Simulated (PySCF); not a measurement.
CH8N2Si2, SMILES N1[Si@H](N)[SiH2]C1. The structure is a stationary point at PBE-D3(BJ)/def2-SVP. The structure was generated by enumeration; whether it is a known compound was not checked. The values are those of a single conformer.

All values below come from PBE-D3(BJ)/def2-SVP (PySCF).

Harmonic wavenumbers (cm⁻¹): 99, 139, 211, 303, 348, 397, 410, 437, 502, 556, 633, 679, 697, 713, 788, 821, 856, 902, 925, 1036, 1117, 1137, 1288, 1433, 1482, 2103, 2135, 2147, 2922, 2964, 3479, 3495, 3599. Rotational constants (GHz): 5.205, 2.278, 1.809; symmetry number 1.

Work out the zero-point energy and the ideal-gas rigid-rotor harmonic-oscillator thermochemistry at 298.15 K and 1 atm.

ZPE = ½ Σ hcν = ½ × 40751 cm⁻¹ = 243.75 kJ/mol. H − E(el) = 266.60 kJ/mol. Entropy in J/(mol K): translation 166.70, rotation 113.42, vibration 72.17, total 352.29. G − E(el) = 161.57 kJ/mol. Cp = 129.98 J/(mol K). Modes under 150 cm⁻¹ make the vibrational entropy uncertain.
